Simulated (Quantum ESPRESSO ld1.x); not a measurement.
These are the eigenvalues of the occupied orbitals of an atom or ion with whole-number occupations (hartree). Calculated with ld1.x of Quantum ESPRESSO 7.5: Dirac Kohn-Sham, BLYP, spin-unpolarised, spherical densities, point nucleus.

| orbital | eigenvalue |
|---|---|
| 1s1/2 | -585.809 |
| 2s1/2 | -79.5068 |
| 2p1/2 | -72.3870 |
| 2p3/2 | -69.8713 |
| 3s1/2 | -12.4797 |
| 3p1/2 | -9.89525 |
| 3p3/2 | -9.50946 |
| 3d3/2 | -4.97063 |
| 3d5/2 | -4.90331 |
| 4s1/2 | -1.72702 |
| 4p1/2 | -1.09026 |
| 4p3/2 | -1.04702 |
| 5s1/2 | -0.30751 |

Which element is it, and in what charge state? The configuration may be excited. Open shells, if any, fill j = l - 1/2 first.

Answer. Z = 38, strontium, charge +1: Sr+ in [Kr] 5s1. The list shows which subshells hold electrons but not how many an open one holds; the 1s level, -585.81 hartree, gives Z - s = 34.2 by -(Z - s)^2/2, which with screening and relativity narrows Z to a few neighbours, and the depths of the outer levels then fix element, charge and occupations together.
